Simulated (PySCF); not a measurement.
Computed properties of Be(SeH)2 (BeH2Se2), SMILES [SeH][Be][SeH]

Be(SeH)2 (BeH₂Se₂), SMILES [SeH][Be][SeH]. The structure is a stationary point at B3LYP-D3(BJ)/def2-TZVP. The values are those of a single conformer. All values are computed for the isolated molecule unless a solvent is named; none is compared with measurement here.

**Structure.** The optimised structure has C2 symmetry. All 9 harmonic modes at B3LYP-D3(BJ)/def2-TZVP (PySCF) are real, so it is a minimum. With heavy atoms numbered as in [Be:1]([SeH:2])[SeH:4], the shortest bond between them is Be1–Se2 at 2.033 Å and the longest Be1–Se4 at 2.033 Å.

**Vibrations.** The strongest infrared lines (harmonic, unscaled, degenerate partners summed) lie at 912 cm⁻¹ (231 km/mol, Be 95 %), 172 cm⁻¹ (17 km/mol, Be 78 %, H 13 %, Se 9 %), 174 cm⁻¹ (15 km/mol, Be 83 %, H 13 %). The softest mode is at 172 cm⁻¹ and the zero-point energy is 10.9 kcal/mol.

**Electronic structure.** M06-2X/def2-TZVPD (PySCF) places the frontier levels at -8.53 and -0.39 eV, a gap of 8.14 eV, and gives a dipole moment of 0.75 D and a mean polarisability of 74.5 bohr³.

**Excitations.** TDA-ωB97X/def2-SVPD (PySCF) has S1 at 5.35 eV (232 nm, f = 0.002, dark); the most intense of the 10 singlets computed lies at 6.25 eV (f = 0.35). T1 (TDA) is at 5.05 eV, 0.30 eV under S1. No vertical singlet excitation falls in the visible range (under 3.1 eV).

**NMR.** GIAO shifts at B3LYP/pcSseg-2 (PySCF) (non-relativistic, atoms alike by connectivity averaged): ¹H at 0.7 ppm against TMS.
